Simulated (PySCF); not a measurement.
Computed properties of BH₃N, SMILES B=[NH2+], charge +1

BH3N, SMILES [NH2+]=B, charge +1. Coordinates come from a TPSSh-D3(BJ)/def2-TZVP optimisation. The isomer is the one that the SMILES or the coordinates give; other isomers of the formula were not compared. The values are those of a single conformer. All values are computed for the isolated molecule unless a solvent is named; none is compared with measurement here.

**Structure.** The optimised structure has C2v symmetry. All 9 harmonic modes at TPSSh-D3(BJ)/def2-TZVP (PySCF) are real, so it is a minimum.

**Vibrations.** The strongest infrared lines (harmonic, unscaled, degenerate partners summed) lie at 3440 cm⁻¹ (279 km/mol, H 95 %), 3505 cm⁻¹ (256 km/mol, H 91 %, N 9 %), 1607 cm⁻¹ (250 km/mol, H 42 %, N 38 %, B 20 %). The softest mode is at 573 cm⁻¹ and the zero-point energy is 22.6 kcal/mol.

**Electronic structure.** r2SCAN/def2-TZVPD (PySCF) places the frontier levels at -15.79 and -9.43 eV, a gap of 6.36 eV and a mean polarisability of 17.4 bohr³.

**Excitations.** TDA-PBE0/def2-TZVPD (PySCF) has S1 at 5.85 eV (212 nm, f = 0.000, dark); the most intense of the 10 singlets computed lies at 12.47 eV (f = 0.36). T1 (TDA) is at 5.50 eV, 0.35 eV under S1. No vertical singlet excitation falls in the visible range (under 3.1 eV).

**NMR.** GIAO shifts at B3LYP/pcSseg-2 (PySCF) (non-relativistic, atoms alike by connectivity averaged): ¹H from 5.9 to 6.9 ppm against TMS; ¹¹B at 46.0 ppm against BF3.
